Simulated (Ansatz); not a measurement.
Ansatz (a quantum-chemistry and plane-wave program) input (RI-MP2/cc-pVQZ):
A basis named .json is the Basis Set Exchange file of that set.

Ansatz 0.2 input:
```yaml
crystal:
  periodic: [false, false, false]
  atoms:
    - {symbol: C, position_ang: [-2.46664310, -0.12406430, -0.80183038]}
    - {symbol: C, position_ang: [-1.26979689, -0.27901627, 0.13665101]}
    - {symbol: C, position_ang: [-0.78406701, 0.99585845, 0.75121877]}
    - {symbol: C, position_ang: [0.70347916, 1.08451596, 0.74422016]}
    - {symbol: C, position_ang: [1.16150457, -0.33326560, 0.33645066]}
    - {symbol: C, position_ang: [2.52628593, -0.38804328, -0.33274403]}
    - {symbol: C, position_ang: [0.00109040, -0.83482380, -0.53488037]}
    - {symbol: H, position_ang: [-2.76048344, -1.08780470, -1.22428432]}
    - {symbol: H, position_ang: [-2.22351846, 0.54958483, -1.62662205]}
    - {symbol: H, position_ang: [-3.32997309, 0.28745287, -0.27496265]}
    - {symbol: H, position_ang: [-1.56897238, -0.97776581, 0.93655356]}
    - {symbol: H, position_ang: [-1.44067824, 1.75335219, 1.15760074]}
    - {symbol: H, position_ang: [1.12969562, 1.40729256, 1.70025170]}
    - {symbol: H, position_ang: [1.05759239, 1.81606034, -0.00050093]}
    - {symbol: H, position_ang: [1.18973295, -0.94686431, 1.24401476]}
    - {symbol: H, position_ang: [3.30781321, -0.00029494, 0.32463320]}
    - {symbol: H, position_ang: [2.53150720, 0.21131605, -1.24718154]}
    - {symbol: H, position_ang: [2.79650409, -1.41133743, -0.60273564]}
    - {symbol: H, position_ang: [0.09230548, -0.40692979, -1.53982120]}
    - {symbol: H, position_ang: [-0.01264373, -1.92102863, -0.64146065]}
basis:
  gaussian:
    orbitals: cc-pVQZ
    fitting: {mean_field: def2-universal-jkfit, correlation: cc-pVQZ-RIFIT.json}
magnetization: {spin_polarized: true, initial_magnetization: 1}
correlation: {method: mp2, electrons: outside_noble_gas}
```

End of the output:

```
integrals: 2.89 GiB planned
759 factors; integrals over basis functions are off by at most 3.9e0 eV
2.45 GiB of device memory are held for the factors and their scratch space
mean field: 5.92 GiB planned
mean field evaluation 1: about -7414.5088 eV, gradient 3.3e1 eV
mean field evaluation 2: about -7419.8640 eV, gradient 1.4e1 eV
mean field evaluation 4: about -7421.0414 eV, gradient 1.1e0 eV
mean field evaluation 8: about -7421.0569 eV, gradient 2.4e-6 eV
mean field -7421.05690753 eV, -272.7188111787 hartree, gradient 2.4e-6 eV, S^2 0.765357; 0 other end points of the search recorded, 0 dependent functions left out
7 core orbitals not correlated
1639 factors; their error is unknown
reference -7421.05690753 eV, -272.7188111787 hartree; 21, 20 occupied and 747, 748 virtual orbitals, 1639 factors
second order -34.08421450 eV of doubles, -0.00000000 eV of singles
Total energy: -7455.14112203 eV, -273.9713829584 hartree
```

It need not be the lowest isomer of its formula.
